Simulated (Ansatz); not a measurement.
CH5AlBNO, SMILES `B[N]1[AlH][CH]1O`, one more setting.

```yaml
crystal:
  periodic: [false, false, false]
  atoms:
    - {symbol: B, position_ang: [0.245453, 1.320551, 0.921842]}
    - {symbol: N, position_ang: [-0.091655, 0.017365, 0.566631]}
    - {symbol: Al, position_ang: [-0.491084, -1.702752, 0.600968]}
    - {symbol: C, position_ang: [-0.343008, -0.465977, -0.852466]}
    - {symbol: O, position_ang: [0.789750, -0.503120, -1.663138]}
    - {symbol: H, position_ang: [0.417287, 1.601401, 2.075931]}
    - {symbol: H, position_ang: [0.358800, 2.164601, 0.067369]}
    - {symbol: H, position_ang: [-0.645102, -2.964883, 1.522569]}
    - {symbol: H, position_ang: [-1.167941, 0.082603, -1.313998]}
    - {symbol: H, position_ang: [1.010500, 0.399211, -1.922808]}
basis:
  gaussian: {orbitals: def2-TZVP, nuclear_model: gaussian}
magnetization: {spin_polarized: true, initial_magnetization: 2}
hamiltonian: {xc: {name: B2PLYP}}
scf: {lower_state_search: full}
output: {forces: true}
```

```sh
$ ansatz run in.yaml --threads 2 --pin off --events-out ev --progress --plain --max-ram 4352MiB
```

It prints (some lines left out):

```
Functional definition: B2PLYP
1279 factors; integrals over basis functions are off by at most 1.0e-3 eV
mean field evaluation 1: about -11900.8800 eV, gradient 4.5e1 eV
mean field evaluation 2: about -11901.0353 eV, gradient 4.5e1 eV
mean field evaluation 4: about -11910.4571 eV, gradient 1.3e1 eV
mean field evaluation 8: about -11911.9609 eV, gradient 7.9e-1 eV
mean field evaluation 16: about -11912.0067 eV, gradient 8.8e-2 eV
mean field evaluation 32: about -11912.0101 eV, gradient 5.5e-4 eV
mean field evaluation 192: about -11912.0101 eV, gradient 5.2e-3 eV
mean field -11912.01005753 eV, -437.7582953637 hartree, gradient 1.6e-6 eV, S^2 2.012342; 9 other end points of the search recorded, 0 dependent functions left out
9 core orbitals not correlated: weight in the atoms' cores, before any rotation towards them, 1.000 or more for the frozen orbitals, at most 0.000 for the correlated occupied ones
reference -11912.01024087 eV, -437.7583021013 hartree; 14, 12 occupied and 168, 170 virtual orbitals, 1279 factors
second order -25.14434371 eV of doubles, -0.00000000 eV of singles
Total energy: -11918.79921367 eV, -438.0077922500 hartree
Atom 0 at     0.245453     1.320551     0.921842 Å, force     0.360291     0.792784    -0.085662 eV/Å
Atom 1 at    -0.091655     0.017365     0.566631 Å, force    -0.616251    -1.238508    -2.079047 eV/Å
Atom 2 at    -0.491084    -1.702752     0.600968 Å, force    -0.706566    -2.768208     3.231550 eV/Å
Atom 3 at    -0.343008    -0.465977    -0.852466 Å, force     2.613311     4.699776    -0.642017 eV/Å
Atom 4 at     0.789750    -0.503120    -1.663138 Å, force    -1.087201    -0.629081     0.629823 eV/Å
Atom 5 at     0.417287     1.601401     2.075931 Å, force    -0.077380    -0.202412    -0.180060 eV/Å
Atom 6 at     0.358800     2.164601     0.067369 Å, force    -0.039251    -0.158073     0.039861 eV/Å
Atom 7 at    -0.645102    -2.964883     1.522569 Å, force     0.008185     0.037317    -0.507728 eV/Å
Atom 8 at    -1.167941     0.082603    -1.313998 Å, force    -0.562930    -0.875224    -0.167294 eV/Å
Atom 9 at     1.010500     0.399211    -1.922808 Å, force     0.107792     0.341628    -0.239426 eV/Å
Dipole moment:    -0.110078     0.093464    -0.536098 e Å
```

Run time 98 s (2 threads of an Arm Neoverse V1 on a shared host); peak host memory 0.97 GiB.
